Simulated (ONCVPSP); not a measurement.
## Reading a pseudo-wave (Mg (Z = 12))

Columns: radius, all-electron u(r) and pseudo u(r) of the 2s shell (level -79.68 eV) of magnesium in the configuration [He] 2s2 2p6 3s2; Wu-Cohen, scalar-relativistic, ONCV scheme, ONCVPSP 4.0.1.

| r (bohr) | all-electron | pseudo |
| --- | --- | --- |
| 0.062 | -0.5583 | 0.2167 |
| 0.125 | -0.3578 | 0.4281 |
| 0.188 | 0.0593 | 0.6222 |
| 0.250 | 0.4640 | 0.7896 |
| 0.312 | 0.7875 | 0.9283 |
| 0.375 | 1.0180 | 1.0367 |
| 0.438 | 1.1577 | 1.1111 |
| 0.500 | 1.2233 | 1.1517 |
| 0.562 | 1.2353 | 1.1625 |
| 0.625 | 1.2083 | 1.1467 |
| 0.688 | 1.1546 | 1.1085 |
| 0.750 | 1.0856 | 1.0542 |
| 0.812 | 1.0076 | 0.9880 |
| 0.875 | 0.9243 | 0.9134 |
| 0.938 | 0.8407 | 0.8353 |
| 1.000 | 0.7606 | 0.7583 |
| 1.062 | 0.6842 | 0.6834 |
| 1.125 | 0.6115 | 0.6113 |
| 1.188 | 0.5443 | 0.5442 |
| 1.250 | 0.4836 | 0.4835 |
| 1.312 | 0.4283 | 0.4283 |
| 1.375 | 0.3777 | 0.3776 |
| 1.438 | 0.3323 | 0.3322 |
| 1.500 | 0.2923 | 0.2923 |
| 1.562 | 0.2568 | 0.2567 |
| 1.625 | 0.2247 | 0.2247 |

(1) How many radial nodes do the two functions have?

(2) At about which radius was the pseudo-wave matched?

(3) Is the pseudo-wave norm-conserving?

Results:

(1) The all-electron 2s function has n − l − 1 = 1; the pseudo-wave has 0, since the states of the same l below it are removed with the core.

(2) 1.25 bohr. The columns agree to 0.0005 from 1.12 bohr on; several derivatives are matched, so the curves merge somewhat inside the radius.

(3) Yes: the ONCV scheme keeps the norm inside the radius equal to the all-electron one, which fixes the energy derivative of the logarithmic derivative at the level.
